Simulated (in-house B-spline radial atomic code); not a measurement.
Spin-orbit splittings of orbital energies (j = l + 1/2 less j = l - 1/2) and ratios of mean radii (lower j over upper j) along the 15-electron series, configuration [Ne] 3s2 3p3. Computed with an all-electron radial atomic-structure program (B-spline basis): Dirac-Hartree-Fock, average of the configuration, finite nuclei.

```tsv
ion	Z	splitting of 2p (eV)	radius ratio of 2p	splitting of 3p (eV)	radius ratio of 3p
Co12+	27	15.208	0.98675	2.7759	0.99257
Ni13+	28	17.933	0.98575	3.3617	0.99203
Cu14+	29	21.016	0.98472	4.0346	0.99146
Zn15+	30	24.485	0.98365	4.8028	0.99087
Ga16+	31	28.374	0.98254	5.6752	0.99026
Ge17+	32	32.717	0.98139	6.6609	0.98963
As18+	33	37.549	0.98019	7.7696	0.98897
Se19+	34	42.908	0.97896	9.0116	0.98829
Br20+	35	48.832	0.97769	10.397	0.98759
Kr21+	36	55.362	0.97638	11.938	0.98686
Rb22+	37	62.541	0.97502	13.646	0.98611
Sr23+	38	70.412	0.97363	15.532	0.98533
Zr25+	40	88.419	0.97071	19.892	0.98371
Nb26+	41	98.653	0.96919	22.393	0.98286
Mo27+	42	109.78	0.96762	25.126	0.98199
```

(1) With what power of Z does the column «splitting of 2p (eV)» change over this range?

Results:

(1) A fit of the logarithm of its size against log Z from Z = 27 to 42 has slope 4.47. An unscreened hydrogenic electron would give 4 at low Z; screening makes the apparent power larger near the neutral end, and relativity raises it again at high Z.
